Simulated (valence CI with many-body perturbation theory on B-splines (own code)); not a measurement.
In¹⁶⁺ in brief

Computed by valence CI with perturbative core correlation (CI+MBPT): five valence electrons over a frozen Dirac-Fock core [Ar] 3d10, a basis of 9 s, 9 p, 8 d, 6 f, 3 g, 1 h functions for each j, with the one-electron correlation potential Σ1, the two-electron term Σ2, the three-electron term Σ3, Breit, model QED; selected CI, second order for the rest, scaled by the run's own slope (own B-spline code, finite nucleus).

No measured spectrum was set against this ion. As an estimate, levels hold to about 250 cm⁻¹ or 0.2 % of their energy and the worst to 1 %, as in measured heavy ions of charge 2 to 7; those with d or f electrons hold less well. Among the levels kept, up to 1100 cm⁻¹ of a level comes from second order outside the variational space, and about a tenth of that is noise between levels of different J, which matters for small intervals.

Names give the largest LS component (configuration and term), which can be under half, so a name can repeat, a term be missing and a line seem to break the LS rules; names also repeat where a configuration has a term twice.

Rates and lifetimes use the calculated energies. Strong lines usually hold to 10 to 20 %, long lifetimes can be off by a factor of two.

Problem. What is the ground level?

Solution. 4s²4p³ ⁴S°_3/2, composition 54 % 4s²4p³ ⁴S° + 29 % 4s²4p³ ²P° + 15 % 4s²4p³ ²D°, g = 1.616.

Problem. How well does LS coupling describe the low levels?

Solution. Among the lowest 20 levels the leading LS term, summed over configurations, holds 69 % on average. For single configurations the figures are 63 % in LS and 71 % in jj coupling. Terms mix most in the J = 1/2 level at 64.644 eV, where the leading one holds 43 %.

Problem. What are the static dipole polarisabilities of the lowest levels?

Solution. 4s²4p³ ⁴S°_3/2 0.389 (tensor 0.014); 4s²4p³ ²D°_3/2 0.400 (tensor 0.016); 4s²4p³ ²D°_5/2 0.400; 4s²4p³ ²P°_1/2 0.397 bohr³, of which the core gives 0.0208.

Problem. What is the ionisation energy?

Solution. 426.51 eV; NIST lists 425 ± 3 eV (theoretical).

Problem. Among levels below 91.572 eV, which E1 lines absorb most strongly from the ground level?

Solution. to 4s²4p²4d ⁴P_5/2 at 14.80 nm, f = 0.884; to 4s²4p²4d ⁴P_3/2 at 14.67 nm, f = 0.571; to 4s²4p²4d ²D_5/2 at 13.97 nm, f = 0.328.
